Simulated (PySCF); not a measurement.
Mean polarisability (bohr³) of eight halogen compounds: PBE beside M06-2X, computed with PySCF for isolated molecules in the bases named; differences from unrounded values. The eight are the first of their class met in an unordered collection, after screening for sound electronic states; none was chosen by its value. Each molecule has one DFT geometry for both levels.

| molecule | basis | M06-2X | PBE | difference |
|---|---|---|---|---|
| C4H4ClF, SMILES ClC(=C)/C=C\F | def2-TZVP | 63.1 | 65.6 | 2.4 |
| CH3BrSSe, SMILES CS[Se]Br | def2-TZVP | 81.2 | 83.8 | 2.6 |
| C4H2BrF, SMILES C#C/C(Br)=C\F | def2-TZVP | 66.3 | 69.3 | 2.9 |
| C₄H₅F, SMILES C#C[C@H](C)F | def2-TZVP | 45.6 | 47.7 | 2.1 |
| C2H3BrF2, SMILES CC(F)(F)Br | def2-TZVP | 45.5 | 47.4 | 1.9 |
| bromo(trichloro)methane (CBrCl₃), SMILES ClC(Cl)(Cl)Br | def2-TZVP | 68.4 | 70.6 | 2.2 |
| (Z)-1,2-dichloro-1-fluoroprop-1-ene (C₃H₃Cl₂F), SMILES C/C(=C(/Cl)F)Cl | def2-TZVP | 60.9 | 63.3 | 2.4 |
| C₄H₆F₂, SMILES F/C(=C(\F)C)C | def2-TZVP | 50.3 | 52.8 | 2.5 |

PBE lies below M06-2X in 0 and above it in 8 of the eight; the mean signed difference is 2.4 and the largest 2.9 bohr³.
